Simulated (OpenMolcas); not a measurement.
**Cu2+ in CsCaF3: curves along the breathing mode**

Cu2+ with its 6 nearest fluoride ions, on the Ca site of CsCaF3 (a = 4.526 Å, distance in the model lattice 2.263 Å). The rest of the host is ab initio model potentials to 7.6 Å, with orthogonalisation functions on the cations behind the ligands, and point charges beyond; the distance is set by hand and nothing relaxes. Ligand basis ANO-RCC-VDZP.

```json
{
  "Program": "OpenMolcas",
  "Method": "SS-CASPT2, IPEA 0.25 Eh, imaginary shift 0.1 Eh (closed shells correlated: 3s 3p and the ligand valence shells)",
  "Basis": "ANO-RCC-VDZP [5s4p2d1f]",
  "Scalar Hamiltonian": "DKH2, point nucleus",
  "Active space": "9 electrons in 5 orbitals (3d)",
  "State averaging": "2S+1 = 2 even, 5 roots",
  "Spin-orbit coupling": "state interaction with AMFI integrals over the reference wave functions"
}
```

Spin-free energies (labels of O, the rotations of Oh) in cm-1 above the lowest fitted minimum, as all ligands move together:

```tsv
R (Å)	2E	2T2
1.978	1670	9970
2.025	150	7480
2.071	180	6690
2.118	1620	7410
2.165	4380	9540
2.211	8310	12950
2.258	13610	17780
```

Cubic fits give the following; the wavenumber is harmonic, with the mass of all moving ligands, small differences in it between states hang on the degree of the fit, a number in brackets counts states of one label, and the table is a selection of at most 14 states with clean curves.

```tsv
State	R0 (Å)	Breathing mode (cm-1)	Minimum (cm-1)
2E	2.048	443	0
2T2	2.073	455	6690
```

The minimum of 2T2 is shifted by +0.0252 Å against 2E (from the unrounded fits). With M = 114.0 u for the moving shell, the Huang-Rhys factor in this mode is S = M ω ΔR² / 2ħ = 0.01483 × 114.0 × 443 × 0.0252² = 0.48. Only the first shell moves, against a rigid host.

Over all roots computed the reference weight is 0.73 in R = 1.978, 0.73 in R = 2.025, 0.73 in R = 2.071, 0.73 in R = 2.118, 0.73 in R = 2.165, 0.73 in R = 2.211, 0.73 in R = 2.258; a low but even weight reflects the number of correlated electrons. An orbital doublet at a regular site is open to a Jahn-Teller distortion, which this geometry leaves out. A single d shell leaves out the double-shell effect, which counts most for late 3d ions, where the CASPT2 field can be off either way by tens of per cent. Ligand-to-metal charge-transfer states are missing. With one d shell and no ligand orbital active, 10Dq can be off by tens of per cent for divalent 3d ions, low with halides held by bare charges and at times high in hosts, and the orbital part of g and χT goes as 1/10Dq. Free-ion shares, where given, are those of the reference states; single-state CASPT2 does not remix them. No measured value stands beside these numbers.
